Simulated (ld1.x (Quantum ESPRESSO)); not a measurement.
LDA (PZ) PAW dataset for iodine, scalar-relativistic all-electron reference.

- Element: iodine
- Generator: ld1.x (Quantum ESPRESSO) 7.5
- Type: PAW
- Functional: LDA (PZ)
- Relativity: scalar-relativistic
- Frozen core: [Kr]
- Valence charge: 17
- Reference configuration: 4d10 5s2 5p5
- Partial waves: 5s (bound): rcut 1.50, rcutus 1.60 bohr; 5s channel at -0.45 Ry: rcut 1.50, rcutus 1.60 bohr; 5p (bound): rcut 1.45, rcutus 1.80 bohr; 5p channel at -0.05 Ry: rcut 1.45, rcutus 1.80 bohr; 4d (bound): rcut 0.90, rcutus 1.15 bohr; 4d channel at -3.3 Ry: rcut 0.90, rcutus 1.15 bohr
- Local potential: all-electron potential smoothed inside 1.05 bohr (lloc = -1)
- Core correction: Bessel-smoothed model core inside 0.80 bohr
- Augmentation charge: BESSEL, radius 0.80 bohr

All-electron outer shells of the reference configuration (LDA (PZ), scalar-relativistic, ld1.x):

| shell | level (eV) | outermost node (bohr) | outermost maximum (bohr) |
| --- | --- | --- | --- |
| 4s | -180.16 | 0.37 | 0.68 |
| 4p | -127.33 | 0.37 | 0.72 |
| 4d | -50.33 | 0.35 | 0.78 |
| 5s | -17.65 | 0.88 | 1.70 |
| 5p | -7.25 | 0.96 | 2.02 |

(1) Estimate the cutoffs (Ry, on a coarse ladder) from which the occupation-weighted sum of valence levels, in a spherical-Bessel basis at the reference potential, stays within 10 and 1 mRy of its value at 400 Ry.

(2) What does a ghost test show?

(3) Is the overlap operator S = 1 + Σ q|β⟩⟨β| positive definite (Bessel basis up to 400 Ry)?

(4) Which valence shell sets the plane-wave cutoff?

(5) Tests: 4d10 5s2 5p4; 4d10 5s2 5p3; 4d10 5s2 5p2; 4d10 5s1 5p6; 4d10 5s2 5p5.3; 4d9 5s2 5p5; 4d10 5s1 5p5. Which has the largest error in its energy relative to the reference configuration, and how large is it?

## Answers

(1) 120 Ry and 200 Ry.

(2) Ghost states, extra bound levels that the all-electron valence spectrum of the same l lacks: s at -293.9 eV, p at -109.0 eV. A true bound ghost makes a file unfit for plane-wave use.

(3) Yes: its lowest eigenvalue is 0.52 (s channel).

(4) 4d: its level needs 120 Ry to come within 1 mRy, against 25 Ry for 5s.

(5) 4d10 5s2 5p2, with +68 meV (all-electron minus pseudo) on +60.98 eV.
